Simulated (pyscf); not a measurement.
## `[SiH2][CH2][Cl]`, doublet

Gas-phase minimum from PySCF at ωB97X-D3(BJ)/def2-SVP, one conformer. •H₂Si–CH₂–Cl lies 42.5 kcal/mol over its isomer H₃C–SiH•–Cl, and others may lie lower still (electronic energy, ωB97M-D3(BJ)). 

SMILES: [SiH2]CCl
```xyz
7

Si    -0.2301     0.7058    -2.2168
C     -0.7946     0.1641    -0.4909
Cl    -0.2573     1.3993     0.6996
H      1.2593     0.7964    -2.2606
H     -0.8548     2.0147    -2.5701
H     -1.8884     0.0827    -0.4213
H     -0.3555    -0.7997    -0.1972
```
Charge 0, spin multiplicity 2.

Bonds (Å): Si1–C2 1.895, Si1–H4 1.493, Si1–H5 1.493, C2–Cl3 1.798, C2–H6 1.099, C2–H7 1.099. Bond angles (°): C2–Si1–H4 110.0, C2–Si1–H5 110.0, H4–Si1–H5 110.9, Si1–C2–Cl3 108.5, Si1–C2–H6 112.0, Si1–C2–H7 112.0, Cl3–C2–H6 107.8, Cl3–C2–H7 107.8, H6–C2–H7 108.4.

Properties at ωB97X-D3(BJ)/def2-SVP:

```
Item                                                                                                                                                                                                  Result
---------------------------------------------------------------------------------------------------------------------  -------------------------------------------------------------------------------------
Harmonic wavenumbers, unscaled                                                                                         195, 198, 518, 632, 734, 765, 827, 928, 1132, 1206, 1428, 2232, 2250, 3123, 3198 cm⁻¹
Zero-point energy                                                                                                                                                                              27.7 kcal/mol
Rotational symmetry number                                                                                                                                                                                 1
Entropy of this conformer at 298 K and 1 atm, rigid rotor and harmonic oscillator, modes under 100 cm⁻¹ raised to 100                                                                        299.0 J/(mol K)
Dipole moment                                                                                                                                                                                         1.62 D
Spin expectation value S2                                                                                                                                                                              0.752
```

Single-point totals, which compare only within one level (frozen core for MP2 and CC):

```csv
level,total energy (hartree)
ωB97X-D3(BJ)/def2-TZVP,-790.23768
PBE/def2-TZVP,-789.78865
r²SCAN/def2-TZVP,-790.10282
B3LYP-D3(BJ)/def2-TZVP,-790.23473
PBE0-D3(BJ)/def2-TZVP,-789.86631
M06-2X/def2-TZVP,-790.12437
ωB97M-D3(BJ)/def2-TZVP,-790.28225
UHF/def2-TZVPP,-788.62176
MP2/def2-TZVPP,-789.09137
CCSD/def2-TZVPP,-789.13707
CCSD(T)/def2-TZVPP,-789.15806
```

Soft torsions are taken as harmonic, which can shift the entropy by several J/(mol K). The CCSD(T) − MP2 part came from Ansatz, without density fitting, on the same reference.
